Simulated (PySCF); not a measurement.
Compound: prenyl acetate, C7H12O2.
Bonds: C1–C2, C2–O3 (double), C2–O4, O4–C5, C5–C6, C6–C7 (double), C7–C8, C7–C9. Hydrogens: H10, H11, H12 on C1; H13, H14 on C5; H15 on C6; H16, H17, H18 on C8; H19, H20, H21 on C9.

Method: PBE0-D3(BJ)/def2-SVP geometry optimisation, gas phase (PySCF 2.14.0); density fitting, grid level 1; the optimiser is geomeTRIC in internal coordinates, started from a GFN2-xTB structure with every atom displaced at random (about 0.01 Å).

Step 0: E = -11527.3702 eV
```
atom  x, y, z in Å  |  force x, y, z in eV/Å
C1      2.8229    0.6300   -0.2081   -1.875   1.109   0.294
C2      1.8007   -0.2901    0.4161    1.218  -0.033  -0.448
O3      1.8714   -1.4883    0.4028   -0.081  -0.555  -0.069
O4      0.8487    0.3962    0.9942   -1.734   0.149   0.888
C5     -0.2374   -0.3716    1.6100   -0.255   1.379  -0.049
C6     -1.3054   -0.6956    0.6225    1.918  -0.254   0.094
C7     -2.5664   -0.3312    0.6453   -1.975   0.825   0.268
C8     -3.5052   -0.7622   -0.4410   -0.403   0.491   1.018
C9     -3.2203    0.5100    1.7324   -0.619  -0.759  -1.754
H10     2.8685    0.4336   -1.2656    0.187  -0.237  -0.769
H11     3.7736    0.4849    0.2366    1.343  -0.338   0.531
H12     2.5003    1.6860   -0.0557    0.274  -0.497  -0.116
H13     0.1726   -1.2797    2.0089    0.507  -0.757   0.357
H14    -0.6112    0.2612    2.4462    0.271  -0.237  -0.430
H15    -0.9443   -1.3175   -0.1941   -0.001  -0.187  -0.268
H16    -3.0336   -1.4183   -1.1355    0.498  -0.733  -0.849
H17    -4.3734   -1.2718   -0.0015   -0.139  -0.142   0.008
H18    -3.9077    0.1064   -0.9693   -0.059   0.259  -0.203
H19    -3.7918   -0.1446    2.3897   -0.241  -0.163   0.354
H20    -3.9386    1.2165    1.2676    0.193  -0.138   0.183
H21    -2.5120    1.0584    2.2919    0.972   0.818   0.959
```

Step 1: E = -11527.5777 eV
```
atom  x, y, z in Å  |  force x, y, z in eV/Å
C1      2.8006    0.6610   -0.1992    0.429   0.018   0.007
C2      1.7684   -0.2582    0.3716   -0.535  -0.071   0.195
O3      1.7893   -1.4592    0.2812    0.073   0.112   0.003
O4      0.7899    0.4157    1.0114    0.523  -0.044  -0.167
C5     -0.2337   -0.3672    1.6312    0.095  -0.279   0.010
C6     -1.2939   -0.7256    0.6498   -0.210   0.024  -0.106
C7     -2.5831   -0.3428    0.6574    0.212  -0.022   0.057
C8     -3.5174   -0.7950   -0.4206    0.057  -0.075  -0.261
C9     -3.2119    0.5258    1.7040    0.252   0.115   0.272
H10     2.9143    0.4625   -1.2761   -0.014  -0.050   0.080
H11     3.7758    0.4394    0.2800   -0.257   0.036  -0.146
H12     2.5546    1.7149   -0.0452   -0.073   0.082   0.050
H13     0.2268   -1.2916    2.0335   -0.068   0.205  -0.040
H14    -0.5974    0.2478    2.4612   -0.073   0.002   0.031
H15    -0.9509   -1.3692   -0.1694   -0.003   0.006   0.047
H16    -3.0130   -1.4346   -1.1666   -0.082   0.104   0.138
H17    -4.3687   -1.3577   -0.0054   -0.042  -0.024   0.044
H18    -3.9466    0.0761   -0.9469   -0.001  -0.037   0.002
H19    -3.9071   -0.0657    2.3238   -0.041   0.037  -0.003
H20    -3.8008    1.3268    1.2347   -0.086   0.041  -0.040
H21    -2.4839    1.0092    2.3829   -0.156  -0.180  -0.173
```

Step 2: E = -11527.5866 eV
```
atom  x, y, z in Å  |  force x, y, z in eV/Å
C1      2.8066    0.6773   -0.1783    0.098   0.081  -0.013
C2      1.7783   -0.2566    0.3855   -0.148   0.057   0.115
O3      1.8297   -1.4567    0.3095   -0.034  -0.002  -0.007
O4      0.7912    0.4105    1.0046    0.147  -0.087  -0.072
C5     -0.2452   -0.3800    1.6022    0.067  -0.111  -0.013
C6     -1.2980   -0.7458    0.6114   -0.008   0.119   0.068
C7     -2.5806   -0.3491    0.6404   -0.054  -0.027  -0.032
C8     -3.5477   -0.7993   -0.4139    0.010  -0.023  -0.036
C9     -3.1746    0.5325    1.6992    0.039   0.049   0.037
H10     2.9376    0.4623   -1.2481   -0.004  -0.009   0.002
H11     3.7716    0.4779    0.3129   -0.037  -0.001  -0.021
H12     2.5314    1.7290   -0.0360   -0.011  -0.022  -0.002
H13     0.2120   -1.2924    2.0190    0.007   0.033  -0.003
H14    -0.6341    0.2336    2.4239    0.014  -0.024  -0.025
H15    -0.9612   -1.3978   -0.2021   -0.012  -0.004   0.014
H16    -3.0710   -1.4521   -1.1590   -0.003   0.005   0.018
H17    -4.3953   -1.3473    0.0321    0.005   0.005   0.012
H18    -3.9810    0.0680   -0.9412    0.003  -0.004   0.007
H19    -3.8724   -0.0399    2.3341   -0.019   0.004  -0.016
H20    -3.7613    1.3449    1.2398   -0.004  -0.013  -0.005
H21    -2.4247    0.9932    2.3574   -0.057  -0.027  -0.029
```

Task: Estimate the geometry and energy of step 3. (The exact step hangs on the optimiser's Hessian estimate; all steps are aligned on step 2, rigid shifts and turns removed.)

Result: E = -11527.5783 eV, largest force 0.403 eV/Å
```
atom  x, y, z in Å  |  force x, y, z in eV/Å
C1      2.8104    0.6743   -0.1932   -0.225   0.056  -0.015
C2      1.7793   -0.2658    0.3689    0.199   0.145  -0.043
O3      1.8065   -1.4621    0.2483   -0.045  -0.110  -0.021
O4      0.8334    0.3974    1.0373   -0.273  -0.042   0.069
C5     -0.2128   -0.3934    1.6261   -0.265   0.293   0.081
C6     -1.3013   -0.7074    0.6520    0.270  -0.122  -0.141
C7     -2.5879   -0.3250    0.6589   -0.075   0.047   0.089
C8     -3.5186   -0.8079   -0.4172   -0.083   0.069   0.165
C9     -3.2246    0.5540    1.6978   -0.118  -0.082  -0.182
H10     2.9017    0.4885   -1.2709    0.003   0.026  -0.062
H11     3.7802    0.4414    0.2555    0.181  -0.035   0.096
H12     2.5495    1.7242   -0.0023    0.040  -0.089  -0.043
H13     0.2347   -1.3188    2.0092    0.030  -0.140   0.007
H14    -0.5777    0.2002    2.4734    0.023   0.037   0.015
H15    -0.9732   -1.3547   -0.1672    0.008  -0.056  -0.055
H16    -3.0112   -1.4617   -1.1338    0.063  -0.080  -0.081
H17    -4.3661   -1.3660    0.0203    0.035   0.026  -0.020
H18    -3.9567    0.0398   -0.9698   -0.005   0.027   0.001
H19    -3.9405   -0.0199    2.3111    0.003  -0.024  -0.021
H20    -3.8095    1.3572    1.2153    0.070  -0.041   0.025
H21    -2.5040    1.0179    2.3736    0.162   0.096   0.137
```

The energy changes by +0.0083 eV. The first-order estimate −F·Δx gives -0.0197 eV and the mean of the old and new forces, exact on a quadratic surface, +0.0080 eV. The step makes an angle of 78° with the force vector and moves no atom by more than 0.085 Å. The energy falls at the start of this step and ends higher, so the step passed the lowest point of its straight line.

The cost below is that of the whole optimisation. On one thread of an Intel Xeon Platinum 8488C, shared host with 96 logical CPUs at a one-minute load of 62, this took 3.6 min of wall time and 0.76 GiB of memory at its peak.
